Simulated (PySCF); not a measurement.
Fill in the blanks.

C₅H₉BO₂.
Cartesian coordinates in Å at the PBE0-D3(BJ)/def2-SVP level; atoms count from 1:
```
atom  x, y, z in Å
C1    -2.9206   -0.1599    0.2933
C2    -1.6375   -0.4617    0.4970
C3    -0.5405    0.5400    0.6767
C4     0.4575    0.5422   -0.4763
C5     1.3072   -0.7463   -0.5974
O6     2.6462   -0.3390   -0.3662
B7     2.6530    1.0111   -0.2028
O8     1.4179    1.5761   -0.2789
H9    -3.2628    0.8799    0.2627
H10   -3.6771   -0.9374    0.1591
H11   -1.3474   -1.5202    0.5254
H12    0.0199    0.3346    1.6067
H13   -0.9589    1.5541    0.7688
H14   -0.0841    0.7514   -1.4135
H15    1.2326   -1.2075   -1.5949
H16    1.0253   -1.5067    0.1490
H17    3.6537    1.6444   -0.0082
```

| property | level | value |
| --- | --- | --- |
| point group | PBE0-D3(BJ)/def2-SVP | ? |
| rotational constants A, B, C | PBE0-D3(BJ)/def2-SVP | 5.781, 1.160, 1.029 GHz |
| dipole moment | B3LYP/def2-SVPD | 2.24 D |
| HOMO energy | B3LYP/def2-SVPD | -7.51 eV |
| LUMO energy | B3LYP/def2-SVPD | ? |
| lowest singlet excitation | TDDFT B3LYP/def2-SVPD | 6.70 eV (185 nm, f = 0.114) |
| strongest line among the 10 lowest singlet transitions | TDDFT B3LYP/def2-SVPD | ? |
| lowest triplet excitation (Tamm–Dancoff) | TDA B3LYP/def2-SVPD | 4.39 eV |
| static isotropic polarisability | B3LYP/def2-SVPD | ? |
| vertical ionisation energy | ΔSCF B3LYP/def2-SVPD | 9.54 eV |
| electronic spatial extent ⟨r²⟩ about the centre of nuclear charge | B3LYP/def2-SVPD | ? |
| 13C chemical shifts (computed TMS as zero) by class | GIAO B3LYP/pcSseg-1 | 142.4 (C2), 126.8 (C1), 81.2 (C4), 73.3 (C5), 47.7 (C3) ppm |
| 1H chemical shifts (computed TMS as zero) by class | GIAO B3LYP/pcSseg-1 | 5.71 (H11), 5.45 (H9), 5.32 (H10), 4.21 (H15), 4.08 (H14), 4.03 (H17), 3.97 (H16), 2.53 (H13), 2.01 (H12) ppm |
| isotropic shieldings of nuclei other than C and H, by class | GIAO B3LYP/pcSseg-1 | 70 (B7), 161 (O8), 192 (O6) ppm |
| largest of the computed one-bond spin–spin couplings (means over like bonds) | B3LYP/pcJ-1, spin–dipole term left out for some pairs | ? |

Electronic properties: PySCF, gas phase, density fitting.

Problem. Give the LUMO energy.

Solution. -0.40 eV.

Problem. Give the point group.

Solution. C1.

Problem. What is the static isotropic polarisability?

Solution. 79.2 au.

Problem. Give the strongest line among the 10 lowest singlet transitions.

Solution. S5 at 7.42 eV (167 nm, f = 0.227).

Problem. Give the electronic spatial extent ⟨r²⟩ about the centre of nuclear charge.

Solution. 1131 bohr².

Problem. What are the largest of the computed one-bond spin–spin couplings (means over like bonds)?

Solution. 11B–1H +191.3 (B7–H17), 13C–1H +169.2 (C1–H10), 13C–1H +164.9 (C1–H9), 13C–1H +157.5 (C2–H11), 13C–1H +156.9 (C4–H14), 13C–1H +154.4 (C5–H15), 13C–1H +151.7 (C5–H16), 13C–1H +136.8 (C3–H13) Hz.

With B = h/(8π²I), that is 505.379 GHz u Å² over I, the principal moments of inertia are 87.4, 435.7 and 491.1 u Å² (most abundant isotopes); the inertial defect Ic − Ia − Ib is -32.0 u Å² (zero for a rigid planar frame, negative otherwise). The dipole equals about 7.5 × 10⁻³⁰ C·m (1 D = 3.33564 × 10⁻³⁰ C·m). The largest Löwdin shares of the HOMO are 0.31 on C1, 0.28 on C2, 0.08 on C3 and 0.07 on O8.

For the TDDFT job (B3LYP/def2-SVPD), time: 4.6 min; peak memory 1.1 GiB. Hardware: one thread of an Arm Neoverse N1, no GPU, on a shared host.

One conformer stands for the species.
